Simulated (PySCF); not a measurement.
Al(Cl)(I)(OMe) (CH3AlClIO), SMILES C[O][Al]([Cl])[I].

Geometry: B3LYP-D3(BJ)/def2-SVP. The structure was generated by enumeration; whether it is a known compound was not checked. The def2 effective core potentials stand for the cores of I; spin–orbit coupling is left out. Other conformers were not sampled.

All values below come from PySCF with C-PCM-ωB97X/def2-SVP.

The values are the electrostatic part of the solvation free energy, E(continuum) − E(gas) at the gas-phase geometry, in a cavity of scaled van der Waals radii (PySCF's table); cavitation and dispersion terms are not included. A continuum can't describe solvent molecules that bind to the metal. In vacuum the orbital gap is 11.11 eV. The dipole moment in vacuum is 1.92 D.

Computed values in water (ε = 78.36), dimethylsulfoxide (ε = 46.83), methanol (ε = 32.61):
```
solvent                ε  ΔG(elec) (kcal/mol)  dipole (D)  gap (eV)
-----------------  -----  -------------------  ----------  --------
water              78.36                 -5.7        2.29     11.37
dimethylsulfoxide  46.83                 -5.7        2.29     11.37
methanol           32.61                 -5.6        2.28     11.37
```
